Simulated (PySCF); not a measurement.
# Rb⁺ (rubidium, charge +1) across methods

[Kr], closed-shell 1S. All numbers are calculated (PySCF 2.14, the spin-free X2C one-electron Hamiltonian (Gaussian nucleus), in aug-cc-pVDZ-X2C (7s6p4d, 45 functions)).

| method | E (hartree) | mean ε 3d (eV) | mean ε 4s (eV) | mean ε 4p (eV) | Σ⟨r²⟩ (bohr²) | ⟨S²⟩ |
| --- | --- | --- | --- | --- | --- | --- |
| PBEsol | -2978.58 | -109.56 | -37.805 | -21.826 | 31.51 | 0.000 |
| r2SCAN | -2980.84 | -111.48 | -38.892 | -22.358 | 31.44 | 0.000 |
| PBE | -2980.47 | -109.67 | -37.817 | -21.834 | 31.53 | 0.000 |
| BLYP | -2980.93 | -109.56 | -37.654 | -21.637 | 31.61 | 0.000 |
| HSE06 | -2980.53 | -115.09 | -40.274 | -23.121 | 31.48 | 0.000 |
| LDA | -2976.82 | -109.87 | -37.984 | -21.979 | 31.52 | 0.000 |
| UHF | -2979.00310 | -131.96 | -48.140 | -27.518 | 31.51 | 0.000 |
| M06-2X | -2981.02 | -122.17 | -42.946 | -25.053 | 31.51 | 0.000 |

Problem. Estimate the same row for PBE0.

Solution. E (hartree) = -2980.55; mean ε 3d (eV) = -115.66; mean ε 4s (eV) = -40.737; mean ε 4p (eV) = -23.575; Σ⟨r²⟩ (bohr²) = 31.47; ⟨S²⟩ = 0.000.
